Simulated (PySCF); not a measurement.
**Two-component Hartree-Fock for Nb (niobium, neutral)**

Start: [Kr] 4d4 5s1; 4d3/2 filled at m_j = -3/2, -1/2, +1/2, +3/2; 5s1/2 filled at m_j = +1/2. Calculated with PySCF 2.14 in x2c-TZVPall-2c with one added diffuse shell each of s, p, d type (9s10p8d1f, 86 functions): generalised Hartree-Fock with the X2C-1e Hamiltonian and a Gaussian nucleus; one run each with spin-orbit coupling (SO) switched off, then screened by Boettger's factors.

```
spinor shell  electrons  ε, spin-free (eV)  ε, screened SO (eV)  weight of nominal j (screened SO)  rms radius, screened SO (bohr)
       1s1/2          2           -19087.0             -19086.0                              1.000                          0.0415
       2s1/2          2            -2743.1              -2742.8                              1.000                           0.171
       2p1/2          2            -2443.0              -2509.0                              1.000                           0.149
       2p3/2          4            -2443.0              -2411.8                              1.000                           0.154
       3s1/2          2            -489.14              -489.05                              1.000                           0.471
       3p1/2          2            -388.24              -399.40                              1.000                           0.471
       3p3/2          4            -388.24              -382.93                              1.000                           0.482
       3d3/2          4            -223.28              -225.18                              0.979                           0.471
       3d5/2          6            -223.28              -221.91                              0.986                           0.475
       4s1/2          2            -72.173              -72.140                              1.000                            1.24
       4p1/2          2            -42.967              -47.074                              0.669                            1.42
       4p3/2          4            -42.967              -40.923                              0.835                            1.40
       4d3/2          4             -7.882               -7.887                              0.522                            2.35
       5s1/2          1             -6.245               -6.239                              0.998                            4.11
```

```json
{"quantity": "E (hartree)", "spin-free": "-3817.02810", "screened SO": "-3817.43696"}
{"quantity": "M_J", "spin-free": "1/2", "screened SO": "1/2"}
{"quantity": "⟨J²⟩", "spin-free": "4.760", "screened SO": "4.624"}
{"quantity": "⟨L²⟩", "spin-free": "6.006", "screened SO": "6.006"}
{"quantity": "⟨S²⟩", "spin-free": "8.754", "screened SO": "8.750"}
```

The determinant has a definite M_J but mixes levels of different J.

Each row is a mean over spinors that exchange with the open shell spreads, by up to 4.424 eV (4p3/2).

Rows whose weight is well below 1 are mixtures of j = l ± 1/2: exchange outweighs spin-orbit coupling there, and the label is only the starting occupation.

Breit and QED terms are absent; they matter most for the inner s and p1/2 levels.

Densities and radii are taken from the X2C orbitals without a picture-change correction, which distorts them close to the nucleus.

Without spin-orbit coupling the j labels of p, d and f shells carry no meaning; the spin-free column gives the mean over the occupied spinors of each nl shell, and its ⟨J²⟩ belongs to a mixture of degenerate components.
